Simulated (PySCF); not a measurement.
Job file and geometry (Å, from GFN2-xTB) of an NMR shielding run on `[SiH3]P([SiH3])[SiH2]S`, H$_{9}$PSSi$_{3}$, GIAO PBE0/pcSseg-1 NMR shielding, non-relativistic, gas phase in PySCF 2.14.0, density-fitted response routines; density fitting, a coarse starting grid and PySCF grid level 2 are the driver's defaults:

```
$ OMP_NUM_THREADS=1 python probes_run.py task.json out

{"job": {"kind": "nmr", "xc": "PBE0", "basis": "pcSseg-1"}, "charge": 0, "multiplicity": 1}
Si    -1.512583    -1.488171    -0.340331
P     -0.755972     0.129213     0.995718
Si    -0.889482     1.925521    -0.319014
Si     1.418432    -0.267302     1.059118
S      2.294812    -0.399477    -0.906799
H     -1.293919    -2.740378     0.381382
H     -2.934083    -1.207565    -0.527042
H     -0.821332    -1.513101    -1.629602
H     -0.226339     3.005368     0.409970
H     -0.248495     1.714993    -1.617199
H     -2.318140     2.179280    -0.487941
H      2.092934     0.830426     1.744414
H      1.658998    -1.548561     1.716052
H      3.534492    -0.620720    -0.500892
```

Problem. What does the program print?

Solution. 
```
coarse grid: 13704 points
cycle   1  E = -1612.7161315607  dE =  6.919e-02  |g| = 2.624e-01  |ddm| = 3.401e+00
cycle   2  E = -1612.7200407414  dE = -3.909e-03  |g| = 2.461e-01  |ddm| = 7.246e-01
cycle   3  E = -1612.7367004047  dE = -1.666e-02  |g| = 3.067e-02  |ddm| = 3.818e-01
cycle   4  E = -1612.7368890492  dE = -1.886e-04  |g| = 1.107e-02  |ddm| = 5.454e-02
cycle   5  E = -1612.7369285023  dE = -3.945e-05  |g| = 3.040e-03  |ddm| = 2.152e-02
cycle   6  E = -1612.7369314588  dE = -2.956e-06  |g| = 5.498e-04  |ddm| = 5.180e-03
final grid: 107800 points
cycle   7  E = -1612.7657650334  dE = -1.480e-05  |g| = 3.825e-03  |ddm| = 1.995e-02
cycle   8  E = -1612.7657650309  dE =  2.468e-09  |g| = 3.583e-03  |ddm| = 9.332e-03
cycle   9  E = -1612.7657680627  dE = -3.032e-06  |g| = 2.935e-04  |ddm| = 5.021e-03
cycle  10  E = -1612.7657680886  dE = -2.593e-08  |g| = 9.111e-05  |ddm| = 5.715e-04
cycle  11  E = -1612.7657680914  dE = -2.807e-09  |g| = 1.623e-05  |ddm| = 1.590e-04
cycle  12  E = -1612.7657680915  dE = -8.095e-11  |g| = 2.875e-06  |ddm| = 2.960e-05
converged SCF energy = -1612.7657680915

GIAO shielding tensors (ppm)
atom      isotropic    diamagn.    paramagn.     s11        s22        s33       span
  0 Si     431.852     880.561    -448.710    402.549    429.346    463.659     61.110
  1 P      670.843     971.636    -300.793    632.992    668.329    711.207     78.215
  2 Si     431.829     880.560    -448.731    402.546    429.485    463.455     60.910
  3 Si     382.270     880.102    -497.833    329.954    394.820    422.035     92.080
  4 S      764.129    1058.428    -294.299    660.293    700.211    931.882    271.590
  5 H       27.479      29.512      -2.032     23.740     24.860     33.837     10.097
  6 H       27.644      29.626      -1.982     23.648     25.199     34.086     10.439
  7 H       27.320      29.572      -2.252     22.661     27.165     32.135      9.474
  8 H       27.479      29.512      -2.033     23.750     24.876     33.811     10.061
  9 H       27.324      29.575      -2.251     22.696     27.141     32.135      9.439
 10 H       27.643      29.626      -1.983     23.638     25.187     34.104     10.466
 11 H       26.414      29.710      -3.296     21.730     24.961     32.551     10.821
 12 H       26.412      29.698      -3.286     21.743     24.948     32.544     10.801
 13 H       31.720      29.667       2.052     23.252     27.000     44.907     21.655
```

Size and cost of the density-fitted run: 165 basis functions, about 60 core-seconds.
